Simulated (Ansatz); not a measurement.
Relaxation of C2H7AlBFO (13 atoms, charge 0, multiplicity 1), to a largest force component of 0.02 eV/Å in at most 50 steps.

The calculation used RKS BHLYP-D4/def2-SVP (Ansatz 0.2.0).

```xyz
13
Properties=species:S:1:pos:R:3:forces:R:3
B -0.068 -2.323 -0.657 -2.12 2.01 -1.00
Al 0.313 -0.281 -0.410 3.29 0.40 2.52
C 1.975 0.266 0.475 0.99 0.49 1.04
F 2.140 1.653 0.562 -0.24 -0.51 -0.03
O -0.882 1.006 -0.999 1.70 -4.56 -1.23
C -1.785 1.324 0.053 -1.63 0.07 2.67
H -1.100 -2.597 -1.185 -0.02 -0.57 -0.02
H 0.683 -3.083 -0.300 1.31 -1.45 0.63
H 2.041 -0.148 1.553 -0.14 0.40 -1.64
H 2.876 -0.110 -0.072 -0.53 -0.05 0.43
H -1.117 -0.040 -0.929 -3.06 3.87 -2.85
H -2.474 2.090 -0.289 -0.42 -0.35 -0.40
H -1.306 1.754 0.925 0.87 0.25 -0.12
```

**Question.** Where does it end, and by what steps?

**Answer.** It converged. The force dipped under the threshold on the way, but the program's further checks kept it going. After 18 steps the energy has fallen by 4.955 eV; H11 moved furthest, 1.44 Å. Parted: Al2–H11. Joined: Al2–C6.

```csv
step,energy less start (eV),largest force component (eV/Å),accepted
0,0.0000,4.561,yes
1,-1.7031,2.912,yes
2,-2.6746,1.378,yes
3,-3.5172,1.076,yes
4,-4.1866,1.161,yes
5,-4.5829,1.213,yes
6,-4.7756,0.968,yes
7,-4.8581,0.450,yes
8,-4.8904,0.348,yes
9,-4.9223,0.603,yes
10,-4.9388,0.270,yes
11,-4.9441,0.205,yes
12,-4.9481,0.313,yes
13,-4.9528,0.126,yes
14,-4.9544,0.047,yes
15,-4.9547,0.025,yes
16,-4.9550,0.018,yes
17,-4.9551,0.022,yes
18,-4.9552,0.011,yes
```

```xyz
13
Properties=species:S:1:pos:R:3
B -0.301 -2.295 -0.437
Al 0.165 -0.281 0.044
C 1.988 0.355 0.505
F 1.959 1.723 0.753
O -0.644 1.047 -1.147
C -1.288 1.016 0.201
H -0.796 -2.631 -1.483
H -0.116 -3.208 0.325
H 2.391 -0.141 1.398
H 2.722 0.174 -0.292
H -1.252 1.026 -1.884
H -2.332 0.718 0.102
H -1.201 2.007 0.644
```

Run time: 120 s on 2 threads of Intel(R) Xeon(R) Processor @ 2.70GHz, with other jobs on the host, peak memory 0.31 GiB.
